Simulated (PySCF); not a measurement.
A run for PySCF: R-B3LYP/3-21G on GeH4O2 (SMILES [OH][GeH2][OH]), a point of a torsion scan.

```python
from pyscf import gto, scf, dft, mp
from pyscf.data.elements import chemcore

mol = gto.M(
    atom='''
    O     1.33367816    0.49545107    0.32239775
    Ge    0.01635813   -0.57811336   -0.08503099
    O     0.11409563   -1.81282339    1.11366420
    H     1.24753336    1.42142911    0.11456266
    H    -1.30989138    0.11249420    0.05961286
    H     0.25524103   -1.16748630   -1.44538891
    H     0.90850465   -1.78200724    1.64434997
    ''',
    basis='3-21g',
    charge=0, spin=0, verbose=3, max_memory=1800)
mf = dft.RKS(mol, xc='b3lyp')
mf.conv_tol = 1e-8
mf.max_cycle = 100
mf.kernel()
if not mf.converged:
    mf = mf.newton().run(mf.mo_coeff, mf.mo_occ)
```

**Question.** What total energy does the run end on?

**Answer.** -2219.0330 hartree.
